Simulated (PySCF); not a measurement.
F2Zn, charge -1, multiplicity 2. Atoms are numbered in the order given.

```xyz
3

Zn     0.0000     0.0000     0.3575
F      0.0000     1.6329    -0.5958
F      0.0000    -1.6329    -0.5958
```
Charge -1, spin multiplicity 2.

The structure is a stationary point at B3LYP-D3(BJ)/def2-SVPD.

The numbers are results of B3LYP/def2-TZVPD (PySCF), not measurements.

Mulliken values depend strongly on the basis, most of all with diffuse functions as here. ESP charges are fitted to the potential on shells at 1.4 to 2.0 van der Waals radii. Atomic charges (e):

```
atom  meta-Löwdin  ESP fit  Mulliken spin
----  -----------  -------  -------------
Zn1          0.76     0.08           1.21
F2          -0.88    -0.54          -0.11
F3          -0.88    -0.54          -0.11
```
